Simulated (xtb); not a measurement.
1-chloro-1-fluorocyclobutane (C4H6ClF), SMILES FC1(Cl)CCC1. All values are semi-empirical tight-binding results from xtb (GFN2-xTB unless named), good for trends rather than for accurate numbers. The structure is a stationary point at GFN2-xTB.

Optimised geometry:

```xyz
12

F      1.6436     0.4279     0.0000
C      0.3276     0.0678     0.0000
Cl    -0.6204     1.5735     0.0000
C     -0.0599    -0.9340    -1.0892
C     -0.6139    -1.8702     0.0000
C     -0.0599    -0.9340     1.0892
H      0.8185    -1.3183    -1.6038
H     -0.7762    -0.5680    -1.8194
H     -0.1969    -2.8731     0.0000
H     -1.6984    -1.9320     0.0000
H     -0.7762    -0.5680     1.8194
H      0.8185    -1.3183     1.6038
```
Charge 0, spin multiplicity 1.

```
Item                                            Value
--------------------------------------  -------------
point group as xtb finds it                        Cs
orbital gap                                   6.89 eV
dipole moment                                  2.80 D
zero-point energy                       57.5 kcal/mol
G − E(el) at 298.15 K (modified RRHO)   38.5 kcal/mol
static polarisability (D4 model)           59.2 bohr³
solvation energy, GFN2-xTB/ALPB(water)  -3.0 kcal/mol
solvation energy, GFN2-xTB/ALPB(ether)  -5.6 kcal/mol
```

Computed atomic charges and the Wiberg bond orders between heavy atoms:
charges (e) F1 -0.23, C2 0.25, Cl3 -0.19, C4 -0.08, C5 -0.07, C6 -0.08, H7 0.07, H8 0.06, H9 0.05, H10 0.06, H11 0.06, H12 0.07. Bond orders F1–C2 0.95, C2–Cl3 0.93, C2–C4 0.98, C4–C5 1.00, C2–C6 0.98, C5–C6 1.00.
